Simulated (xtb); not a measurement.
C4H9O2S (SMILES O=S1(=[OH+])CCCC1), charge +1, singlet, from a rough starting geometry; GFN2-xTB run with xtb.

xtb was given this input:
```
$ xtb mol.xyz --gfn 2 --chrg 1 --opt vtight --json

# file mol.xyz
16

O      1.91698961     0.63801661    -1.39955612
S      1.12204580     0.45602960    -0.33442948
O      1.86259927     0.95525389     1.07625739
C     -0.48578078     1.31817989    -0.24805944
C     -1.42252590     0.04976919    -0.41928295
C     -0.88583081    -1.04556795     0.39556547
C      0.57178620    -1.25027058     0.05587581
H      2.76609786     1.22307256     0.95904164
H     -0.51337976     2.03123475    -1.02321026
H     -0.59441313     1.78548901     0.75270906
H     -1.46041408    -0.22006777    -1.51450488
H     -2.42043822     0.36441540    -0.14568940
H     -0.94727866    -0.76808537     1.50380242
H     -1.39403765    -1.95412395     0.33253544
H      1.19251754    -1.69255867     0.88151208
H      0.67574350    -1.77975646    -0.81595799
```

It wrote (shortened):

```
   ID    Z sym.   atoms
    1    8 O      1, 3
    2   16 S      2
    3    6 C      4-7
    4    1 H      8-16

           -------------------------------------------------
          |                Calculation Setup                |
           -------------------------------------------------

           -------------------------------------------------
          |                 G F N 2 - x T B                 |
           -------------------------------------------------

          ...................................................
          :                      SETUP                      :
          :.................................................:
          :  # basis functions                  43          :
          :  # atomic orbitals                  42          :
          :  # shells                           24          :
          :  # electrons                        42          :
          :  max. iterations                   250          :
          :  Hamiltonian                  GFN2-xTB          :
          :  restarted?                      false          :
          :  GBSA solvation                  false          :
          :  PC potential                    false          :
          :  electronic temp.          300.0000000     K    :
          :  accuracy                    1.0000000          :
          :  -> integral cutoff          0.2500000E+02      :
          :  -> integral neglect         0.1000000E-07      :
          :  -> SCF convergence          0.1000000E-05 Eh   :
          :  -> wf. convergence          0.1000000E-03 e    :
          :  Broyden damping             0.4000000          :
          :  net charge                          1          :
          :  unpaired electrons                  0          :
          ...................................................

 iter      E             dE          RMSdq      gap      omega  full diag
   1    -24.3111419 -0.243111E+02  0.533E+00    6.85       0.0  T
   2    -24.3282745 -0.171326E-01  0.303E+00    6.68       1.0  T
   3    -24.3316312 -0.335668E-02  0.824E-01    6.31       1.0  T
   4    -24.3320669 -0.435666E-03  0.233E-01    6.32       1.0  T
   5    -24.3321752 -0.108358E-03  0.128E-01    6.37       1.0  T
   6    -24.3322019 -0.266859E-04  0.697E-02    6.39       1.0  T
   7    -24.3322128 -0.108745E-04  0.219E-02    6.39       1.1  T
   8    -24.3322137 -0.910373E-06  0.107E-02    6.39       2.3  T
   9    -24.3322139 -0.145295E-06  0.448E-03    6.39       5.6  T
  10    -24.3322139 -0.310977E-07  0.912E-04    6.39      27.4  T
  11    -24.3322139 -0.573401E-09  0.405E-04    6.39      61.7  T

   *** convergence criteria satisfied after 11 iterations ***

         :::::::::::::::::::::::::::::::::::::::::::::::::::::
         ::                     SUMMARY                     ::
         :::::::::::::::::::::::::::::::::::::::::::::::::::::
         :: total energy             -24.060623553901 Eh    ::
         :: gradient norm              0.226219535174 Eh/a0 ::
         :: HOMO-LUMO gap              6.390609704679 eV    ::
         ::.................................................::
         :: SCC energy               -24.332184138938 Eh    ::
         :: -> isotropic ES            0.125161263651 Eh    ::
         :: -> anisotropic ES         -0.008466579143 Eh    ::
         :: -> anisotropic XC          0.008119046170 Eh    ::
         :: -> dispersion             -0.010855641167 Eh    ::
         :: repulsion energy           0.271560585037 Eh    ::
         :: add. restraining           0.000000000000 Eh    ::
         :: total charge               1.000000000000 e     ::
         :::::::::::::::::::::::::::::::::::::::::::::::::::::

      -----------------------------------------------------------
     |                   =====================                   |
     |                        A N C O P T                        |
     |                   =====================                   |
     |               Approximate Normal Coordinate               |
     |                Rational Function Optimizer                |
      -----------------------------------------------------------
      -----------------------------------------------------------
     |                   =====================                   |
     |                        A N C O P T                        |
     |                   =====================                   |
     |               Approximate Normal Coordinate               |
     |                Rational Function Optimizer                |
      -----------------------------------------------------------

          ...................................................
          :                      SETUP                      :
          :.................................................:
          :   optimization level         verytight          :
          :   max. optcycles                   320          :
          :   ANC micro-cycles                  20          :
          :   degrees of freedom                42          :
          :.................................................:
          :   RF solver                   davidson          :
          :   write xtbopt.log                true          :
          :   linear?                        false          :
          :   energy convergence         0.1000000E-06 Eh   :
          :   grad. convergence          0.2000000E-03 Eh/α :
          :   maxmium RF displ.          1.0000000          :
          :   Hlow (freq-cutoff)         0.1000000E-01      :
          :   Hmax (freq-cutoff)         5.0000000          :
          :   S6 in model hess.         20.0000000          :
          ...................................................

generating ANC from exact Hessian ...
Using Lindh-Hessian (1995)
 Shifting diagonal of input Hessian by    1.2367317159026284E-003
 Lowest  eigenvalues of input Hessian
[...]
 * total energy  :   -24.0855944 Eh     change       -0.9426365E-05 Eh
 * total energy  :   -24.0856030 Eh     change       -0.8573163E-05 Eh
 * total energy  :   -24.0856096 Eh     change       -0.6539242E-05 Eh
 * total energy  :   -24.0856137 Eh     change       -0.4147825E-05 Eh
 * total energy  :   -24.0856160 Eh     change       -0.2308592E-05 Eh
 * total energy  :   -24.0856170 Eh     change       -0.9813132E-06 Eh
 * total energy  :   -24.0856175 Eh     change       -0.5026089E-06 Eh
 * total energy  :   -24.0856179 Eh     change       -0.3803091E-06 Eh
 * total energy  :   -24.0856183 Eh     change       -0.4048056E-06 Eh
 * total energy  :   -24.0856187 Eh     change       -0.3893981E-06 Eh
 * total energy  :   -24.0856189 Eh     change       -0.2385515E-06 Eh
 * total energy  :   -24.0856190 Eh     change       -0.6959993E-07 Eh
   *** GEOMETRY OPTIMIZATION CONVERGED AFTER 22 ITERATIONS ***
         :: total energy             -24.085618976797 Eh    ::
[...]
          |                Property Printout                |
           -------------------------------------------------

    * Orbital Energies and Occupations

         #    Occupation            Energy/Eh            Energy/eV
      -------------------------------------------------------------
         1        2.0000           -0.9983198             -27.1657
       ...           ...                  ...                  ...
         9        2.0000           -0.7549878             -20.5443
        10        2.0000           -0.7331055             -19.9488
        11        2.0000           -0.7172511             -19.5174
        12        2.0000           -0.7098705             -19.3166
        13        2.0000           -0.7016931             -19.0940
        14        2.0000           -0.6863395             -18.6762
        15        2.0000           -0.6807774             -18.5249
        16        2.0000           -0.6640879             -18.0708
        17        2.0000           -0.6591106             -17.9353
        18        2.0000           -0.6506846             -17.7060
        19        2.0000           -0.6416001             -17.4588
        20        2.0000           -0.6172461             -16.7961
        21        2.0000           -0.6120724             -16.6553 (HOMO)
        22                         -0.3623558              -9.8602 (LUMO)
        23                         -0.3512879              -9.5590
        24                         -0.3063859              -8.3372
        25                         -0.3023788              -8.2281
        26                         -0.1229047              -3.3444
        27                         -0.1068655              -2.9080
        28                         -0.1002359              -2.7276
        29                         -0.0706765              -1.9232
        30                         -0.0591499              -1.6095
        31                         -0.0512229              -1.3938
        32                         -0.0171916              -0.4678
       ...                                ...                  ...
        42                          0.9671798              26.3183
      -------------------------------------------------------------
                  HL-Gap            0.2497166 Eh            6.7951 eV
             Fermi-level           -0.4872141 Eh          -13.2578 eV

     #   Z          covCN         q      C6AA      α(0)
     1   8 O        0.860    -0.472    23.182     6.455
     2  16 S        3.978     1.146   102.558    17.045
     3   8 O        1.663    -0.471    22.282     6.372
     4   6 C        3.802    -0.161    23.614     6.918
     5   6 C        3.954    -0.094    22.213     6.697
     6   6 C        3.970    -0.095    22.231     6.699
     7   6 C        3.803    -0.160    23.604     6.917
     8   1 H        0.811     0.396     0.490     1.099
     9   1 H        0.925     0.127     1.558     1.952
    10   1 H        0.925     0.124     1.581     1.966
    11   1 H        0.924     0.088     1.897     2.154
    12   1 H        0.925     0.117     1.641     2.003
    13   1 H        0.924     0.089     1.891     2.151
    14   1 H        0.925     0.117     1.639     2.002
    15   1 H        0.925     0.125     1.575     1.962
    16   1 H        0.925     0.125     1.575     1.962

 Mol. C6AA /au·bohr⁶  :       2465.188421
 Mol. C8AA /au·bohr⁸  :      64531.738683
 Mol. α(0) /au        :         74.355914

Wiberg/Mayer (AO) data.
largest (>0.10) Wiberg bond orders for each atom

 ---------------------------------------------------------------------------
     #   Z sym  total        # sym  WBO       # sym  WBO       # sym  WBO
 ---------------------------------------------------------------------------
     1   8 O    2.060 --     2 S    1.775
     2  16 S    4.506 --     1 O    1.775     3 O    1.117     7 C    0.756
                             4 C    0.754
     3   8 O    2.130 --     2 S    1.117     8 H    0.815
     4   6 C    3.948 --     5 C    1.013     9 H    0.958    10 H    0.957
                             2 S    0.754     7 C    0.109
     5   6 C    3.976 --     4 C    1.013     6 C    0.997    11 H    0.972
                            12 H    0.957
     6   6 C    3.977 --     7 C    1.016     5 C    0.997    13 H    0.971
                            14 H    0.957
     7   6 C    3.950 --     6 C    1.016    15 H    0.956    16 H    0.954
                             2 S    0.756     4 C    0.109
     8   1 H    0.843 --     3 O    0.815
     9   1 H    0.984 --     4 C    0.958
    10   1 H    0.985 --     4 C    0.957
    11   1 H    0.992 --     5 C    0.972
    12   1 H    0.986 --     5 C    0.957
    13   1 H    0.992 --     6 C    0.971
    14   1 H    0.986 --     6 C    0.957
    15   1 H    0.984 --     7 C    0.956
    16   1 H    0.984 --     7 C    0.954
 ---------------------------------------------------------------------------

Topologies differ in total number of bonds
Writing topology from bond orders to xtbtopo.mol

molecular dipole:
                 x           y           z       tot (Debye)
 q only:        0.393       0.202       0.458
   full:        0.639       0.306       0.568       2.308
molecular quadrupole (traceless):
                xx          xy          yy          xz          yz          zz
 q only:        4.531       1.455       2.841       6.630       1.130      -7.372
  q+dip:        4.239       1.460       2.945       7.939       1.973      -7.184
   full:        4.792       1.591       3.184       8.135       1.801      -7.976

optimized geometry written to: xtbopt.xyz

           -------------------------------------------------
          | TOTAL ENERGY              -24.085618976797 Eh   |
          | GRADIENT NORM               0.000076437512 Eh/α |
          | HOMO-LUMO GAP               6.795134291965 eV   |
           -------------------------------------------------

normal termination of xtb
```
